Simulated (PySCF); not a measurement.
Compound: 1,1,1,2,2-pentafluoro-2-methoxyethane, C3H3F5O.
Geometry (GFN2-xTB, Å), atoms numbered from 1 in this order:
```xyz
12
C3H3F5O angstrom
C     -1.8945    0.3674    0.3355
O     -0.4876    0.5646    0.5678
C      0.3173   -0.3354    0.0218
F      0.0702   -1.6052    0.4480
F      0.1979   -0.4115   -1.3329
C      1.7892    0.0183    0.3649
F      2.1017    1.2237   -0.1021
F      2.6366   -0.8590   -0.1627
F      1.9736    0.0266    1.6819
H     -2.2155   -0.5872    0.7550
H     -2.3785    1.1915    0.8506
H     -2.1092    0.4054   -0.7334
```

PySCF closed-shell single points with density fitting, gas phase. The input was altered on purpose; the results of an altered input aren't properties of the species above.

What comes out at PBE0/def2-SVP with: at most 74 cycles, all coordinates scaled by 1.1?

E = -689.2325 Eh; HOMO -9.73 eV, LUMO -0.07 eV (gap 9.66 eV), in 11 cycles. The distance C1···O2 goes from 1.440 to 1.583 Å, the nuclear repulsion from 558.61 to 507.83 Eh (it goes as one over the scale factor).

Coordinates of the altered input:
```
atom  x, y, z in Å
C1    -2.0840    0.4041    0.3691
O2    -0.5364    0.6211    0.6246
C3     0.3490   -0.3690    0.0240
F4     0.0772   -1.7658    0.4928
F5     0.2177   -0.4526   -1.4661
C6     1.9681    0.0202    0.4014
F7     2.3119    1.3461   -0.1123
F8     2.9003   -0.9449   -0.1790
F9     2.1710    0.0293    1.8501
H10   -2.4371   -0.6459    0.8305
H11   -2.6164    1.3106    0.9357
H12   -2.3202    0.4460   -0.8068
```

The SCF part of the output:
```
final grid: 118968 points
cycle   1  E = -688.7975927672  dE =  3.705e-01  |g| = 1.469e+00  |ddm| = 3.267e+00
cycle   2  E = -687.4406245164  dE =  1.357e+00  |g| = 3.207e+00  |ddm| = 3.006e+00
cycle   3  E = -689.2296010863  dE = -1.789e+00  |g| = 1.202e-01  |ddm| = 2.038e+00
cycle   4  E = -689.2298119170  dE = -2.108e-04  |g| = 1.129e-01  |ddm| = 1.602e-01
cycle   5  E = -689.2323677798  dE = -2.556e-03  |g| = 2.463e-02  |ddm| = 8.670e-02
cycle   6  E = -689.2324743911  dE = -1.066e-04  |g| = 6.731e-03  |ddm| = 2.124e-02
cycle   7  E = -689.2324839737  dE = -9.583e-06  |g| = 1.073e-03  |ddm| = 5.938e-03
cycle   8  E = -689.2324841907  dE = -2.170e-07  |g| = 5.774e-04  |ddm| = 1.181e-03
cycle   9  E = -689.2324842502  dE = -5.951e-08  |g| = 1.826e-04  |ddm| = 4.985e-04
cycle  10  E = -689.2324842564  dE = -6.243e-09  |g| = 4.265e-05  |ddm| = 1.461e-04
cycle  11  E = -689.2324842568  dE = -3.242e-10  |g| = 1.350e-05  |ddm| = 3.952e-05
converged SCF energy = -689.2324842568
```
